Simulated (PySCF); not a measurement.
Spectroscopy problems

Level of theory: PBE0/pcSseg-1 with gauge-including orbitals, geometry from GFN2-xTB, in PySCF 2.14 (gas phase, non-relativistic, one conformer, averaged over atoms made equivalent by symmetry, fast rotation or ring inversion).

Shifts are taken against calculated references (same method and geometry level): 1H (σref 31.72), 13C (σref 186.93) vs TMS. Splittings of carbon signals by F and P are missing where no couplings were computed. Where no couplings were computed, multiplicities follow the n + 1 count of equivalent neighbours, and m marks all less simple cases (inequivalent or close neighbours, rings, F or P nearby). Shifts are as computed. Against solution values, carbons near 30 ppm lie about +3 ppm off and those near 130 ppm about +5 ppm. Of 1211 compounds with measured shifts, 218 miss one by over three times the rms of a fit or turn the order of signals round; such compounds aren't used in these exercises.

Problem. C4H4F3N3. 1H NMR (600 MHz, computed): δ 7.90 (m, 1H), 4.29 (s, 3H). 13C{1H} NMR (computed): δ 147.2, 131.4, 131.1, 36.4. Give a structure.

Solution. `Cn1cc(C(F)(F)F)nn1`. The formula gives 3 degrees of unsaturation (1 ring in the answer). 4 carbon signals for 4 carbons: no two carbons are equivalent. Carbon types of the structure: 2 × C, 1 × CH, 1 × CH3, which accounts for all hydrogens. δC 147.2: substituted aromatic carbon next to a ring nitrogen. δC 131.4: aromatic CH next to a ring nitrogen. δC 131.1: CF3 carbon; 3 electronegative neighbours deshield it. δH 7.90: hydrogen on an aromatic CH next to a ring nitrogen; aromatic region.

The data come from this structure; uniqueness wasn't tested.

Problem. C7H7N2P. 1H NMR (500 MHz, computed): δ 8.94 (m, 1H), 8.32 (m, 1H), 7.23 (m, 1H), 7.10 (m, 1H), 3.05 (m, 3H). 13C{1H} NMR (computed): δ 188.6 (C), 174.9 (C), 137.5 (CH), 133.1 (CH), 127.2 (CH), 119.3 (CH), 21.6 (CH3). Give a structure.

Solution. 2-methyl-[1,2,4]diazaphospholo[1,5-a]pyridine (SMILES Cc1nn2ccccc2p1). 7 carbon signals for 7 carbons: no two carbons are equivalent. Carbon types of the structure: 2 × C, 4 × CH, 1 × CH3, which accounts for all hydrogens. δC 188.6: substituted aromatic carbon next to a ring nitrogen. δC 174.9: ring-fusion aromatic carbon. δC 133.1, 127.2, 119.3: aromatic CH. δH 8.94: hydrogen on an aromatic CH next to a ring nitrogen; ring current plus the neighbouring ring nitrogen.

This is the structure that produced the data.
